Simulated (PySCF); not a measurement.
## Excitation energy of Pb(2+) by level of theory

Pb(2+) [Xe] 4f14 5d10 6s2 (1S) → Pb(2+) [Xe] 4f14 5d9 6s2 6p1 (high-spin determinant), as a difference of total energies. Computed with PySCF 2.14 in cc-pVTZ-PP with ECP60MDF (5s4p3d1f, 39 functions), with a scalar-relativistic core potential. The calculations carry no spin-orbit coupling.

| method | excitation energy (cm⁻¹) |
| --- | --- |
| UHF | 168730 |
| LDA | 172300 |
| PBE | 172040 |
| PBE0 | 172490 |
| r2SCAN | 173680 |
| TPSS | 171650 |
| MN15 | 168790 |
| B3LYP | 172000 |

The basis was made for the ground configuration and has no added diffuse functions, so the excitation energy can come out too high.

The determinant of the upper state mixes LS terms, which raises its energy above the lowest term, most at the Hartree-Fock and MP2 levels.
